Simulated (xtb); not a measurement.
C6H10O3 (SMILES C=C(C)C(=O)OCOC), singlet, geometry from GFN2-xTB; GFN0-xTB with GBSA(acetonitrile) (xtb).

The xtb input:
```
$ xtb mol.xyz --gfn 0 --gbsa acetonitrile --json

# file mol.xyz
19

C     -2.19476973    -1.45264741     0.31504317
C     -2.08052925    -0.13616820     0.17208109
C     -3.23546994     0.81403694     0.16297940
C     -0.75386637     0.50983176     0.00531913
O     -0.58462100     1.69762619    -0.12869987
O      0.26457662    -0.36915669     0.01753556
C      1.54681160     0.18293156    -0.13626971
O      2.43876739    -0.87865783    -0.09581127
C      3.77681107    -0.46671901    -0.23956522
H     -3.15745267    -1.92084808     0.43599517
H     -1.33135147    -2.09374126     0.31478252
H     -3.11968742     1.54359485     0.96250751
H     -4.17485376     0.28410548     0.28845617
H     -3.25178778     1.36638988    -0.77486146
H      1.74048409     0.90878887     0.67727850
H      1.60545588     0.72765636    -1.09859725
H      4.37792641    -1.37135784    -0.19300117
H      4.07102838     0.21487318     0.56731299
H      3.93652991     0.03445129    -1.20159558
```

**Question.** Write the output that xtb gives for this input, abridged.

**Answer.** 
```
   ID    Z sym.   atoms
    1    6 C      1-4, 7, 9
    2    8 O      5, 6, 8
    3    1 H      10-19

           -------------------------------------------------
          |                Calculation Setup                |
           -------------------------------------------------

           -------------------------------------------------
          |                 G F N 0 - x T B                 |
           -------------------------------------------------

      * Solvation model:               GBSA
        Solvent                        acetonitrile
        Parameter file                 internal GFN2-xTB/GBSA
        Dielectric constant                3.7500E+01
        Reference state                gsolv [1 M gas/solution]
        Free energy shift                  2.0473E-03 Eh       1.2847E+00 kcal/mol
        Temperature                        2.9815E+02 K
        Density                            7.8600E-01 kg/L
        Solvent mass                       4.1050E+01 g/mol
        Interaction kernel             Still
        Born radius scaling (c1)           1.5800E+00
        Born radii integrator          GBOBC
        Born offset                        1.3788E-02 a0       2.6056E-02 AA
        H-bond correction              true
        Ion screening                  false
        Surface tension                    1.0000E-05 Eh       1.5569E+01 dyn/cm
        Grid points                               230 per atom

          ...................................................
          :                      SETUP                      :
          :.................................................:
          :  # basis functions                  56          :
          :  # atomic orbitals                  56          :
          :  # shells                           38          :
          :  # electrons                        52          :
          :  electronic temp.          300.0000000     K    :
          :  accuracy                    1.0000000          :
          :  -> integral cutoff          0.2500000E+02      :
          :  -> integral neglect         0.1000000E-07      :
          ...................................................

         :::::::::::::::::::::::::::::::::::::::::::::::::::::
         ::                     SUMMARY                     ::
         :::::::::::::::::::::::::::::::::::::::::::::::::::::
         :: total energy             -28.033728460099 Eh    ::
[...]
    16   1 H        0.922     0.043     2.413     2.429
    17   1 H        0.925     0.166     1.286     1.773
    18   1 H        0.924     0.136     1.494     1.911
    19   1 H        0.924     0.136     1.494     1.911

 Mol. C6AA /au·bohr⁶  :       3315.489693
 Mol. C8AA /au·bohr⁸  :      75347.867008
 Mol. α(0) /au        :         86.554799

Wiberg/Mayer (AO) data.
largest (>0.10) Wiberg bond orders for each atom

 ---------------------------------------------------------------------------
     #   Z sym  total        # sym  WBO       # sym  WBO       # sym  WBO
 ---------------------------------------------------------------------------
     1   6 C    3.993 --     2 C    1.894    10 H    0.976    11 H    0.974
     2   6 C    3.972 --     1 C    1.894     3 C    1.019     4 C    1.003
     3   6 C    3.978 --     2 C    1.019    13 H    0.980    14 H    0.968
                            12 H    0.968
     4   6 C    3.888 --     5 O    1.637     6 O    1.185     2 C    1.003
     5   8 O    1.963 --     4 C    1.637     6 O    0.194
     6   8 O    2.464 --     4 C    1.185     7 C    0.969     5 O    0.194
     7   6 C    3.931 --     8 O    0.996     6 O    0.969    16 H    0.961
                            15 H    0.961
     8   8 O    2.092 --     7 C    0.996     9 C    0.988
     9   6 C    3.945 --     8 O    0.988    17 H    0.981    18 H    0.978
                            19 H    0.978
    10   1 H    0.984 --     1 C    0.976
    11   1 H    1.000 --     1 C    0.974
    12   1 H    0.987 --     3 C    0.968
    13   1 H    0.976 --     3 C    0.980
    14   1 H    0.987 --     3 C    0.968
    15   1 H    1.003 --     7 C    0.961
    16   1 H    1.003 --     7 C    0.961
    17   1 H    1.003 --     9 C    0.981
    18   1 H    0.988 --     9 C    0.978
    19   1 H    0.988 --     9 C    0.978
 ---------------------------------------------------------------------------

Topologies differ in total number of bonds
Writing topology from bond orders to xtbtopo.mol

 dipole moment from electron density (au)
     X       Y       Z
   0.3126  -0.7020   0.0478  total (Debye):    1.957

           -------------------------------------------------
          | TOTAL ENERGY              -28.033728460099 Eh   |
          | GRADIENT NORM               0.047120664169 Eh/α |
          | HOMO-LUMO GAP               3.049134684911 eV   |
           -------------------------------------------------

normal termination of xtb
```
